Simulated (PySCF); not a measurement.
Two species compared at the same levels of theory.

First species: C4H7FO2Si.
Geometry (GFN2-xTB, Å), atoms numbered from 1 in this order:
```
atom  x, y, z in Å
O1     2.7920    0.7080    1.0212
C2     2.8850    0.3951   -0.1266
O3     2.0323   -0.3513   -0.7841
Si4    0.6348   -1.0040   -0.1635
F5     0.1254   -1.7437   -1.4934
C6    -0.5887    0.3163    0.3527
C7    -2.0066   -0.0564    0.7078
C8    -1.7414    0.6891   -0.5519
H9     3.7181    0.7048   -0.7807
H10    0.9494   -2.0450    0.7941
H11   -0.1749    1.1333    0.9331
H12   -2.2911   -1.0945    0.6334
H13   -2.4735    0.4651    1.5295
H14   -2.0210    1.7305   -0.6064
H15   -1.8443    0.1608   -1.4870
```

Second species: C5H10N2.
InChI=1S/C5H10N2/c1-5(2)7-4-3-6/h3-6H,1-2H3/b6-3-,7-4+

Levels: CAM-B3LYP/def2-SVPD for dipole moment, HOMO energy, LUMO energy, HOMO–LUMO gap, static isotropic polarisability and electronic spatial extent ⟨r²⟩ about the centre of nuclear charge; TDDFT CAM-B3LYP/def2-SVPD for lowest singlet excitation; TDA CAM-B3LYP/def2-SVPD for lowest triplet excitation (Tamm–Dancoff); GFN2-xTB for rotational constant A and rotational constant C. Geometries: GFN2-xTB. Each species is one conformer at its optimised geometry, gas phase, non-relativistic unless stated; the electronic structure was computed with PySCF and density fitting.

The conformers computed, where there is a choice (atom-mapped SMILES and torsion angles):
- `[O:1]=[CH:2][O:3][Si@H:4]([F:5])[CH:6]1[CH2:7][CH2:8]1`: O1–C2–O3–Si4 1°, C2–O3–Si4–F5 179°, O3–Si4–C6–C7 169°
- `[H]/[N:7]=[CH:6]\[CH:5]=[N:4]\[CH:2]([CH3:1])[CH3:3]`: C1–C2–N4–C5 120°, N4–C5–C6–N7 -2°

Question: Which of the two has the higher rotational constant C, and by how much?

Answer: The second: 1.263 GHz against 0.946 GHz, a difference of 0.317 GHz.

Question: Which of the two has the higher HOMO–LUMO gap, and by how much?

Answer: The first: 10.83 eV against 8.31 eV, a difference of 2.52 eV.

Question: Which of the two has the higher ⟨r²⟩, and by how much?

Answer: The first: 1240 bohr² against 1014 bohr², a difference of 226 bohr².

Question: Which has the higher static isotropic polarisability?

Answer: The second: 78.3 au against 73.3 au, a difference of 5.0 au.

Question: Which has the higher HOMO energy?

Answer: The second: -9.04 eV against -10.06 eV, a difference of 1.02 eV.

Question: Which of the two has the higher S1 energy, and by how much?

Answer: The first: 5.84 eV against 4.12 eV, a difference of 1.72 eV.

Question: Which of the two has the higher LUMO energy, and by how much?

Answer: The first: 0.77 eV against -0.73 eV, a difference of 1.50 eV.

Question: Which has the higher rotational constant A?

Answer: The second: 5.695 GHz against 2.703 GHz, a difference of 2.992 GHz.

On the first: The vertical singlet–triplet gap S1 − T1 is 0.55 eV (TDDFT singlet less Tamm–Dancoff triplet; S1: HOMO−1→LUMO, weight 0.49, beside HOMO→LUMO, weight 0.37; T1: HOMO−1→LUMO, weight 0.49, beside HOMO→LUMO, weight 0.37). The principal polarisabilities are 66.5, 69.1 and 84.3 au; their mean is the isotropic value.

On the second: The polarisability is 11.60 Å³ as a volume (1 au = 0.148185 Å³), or 1.45 au for each of the 54 electrons. The principal polarisabilities are 62.6, 74.7 and 97.5 au; their mean is the isotropic value.
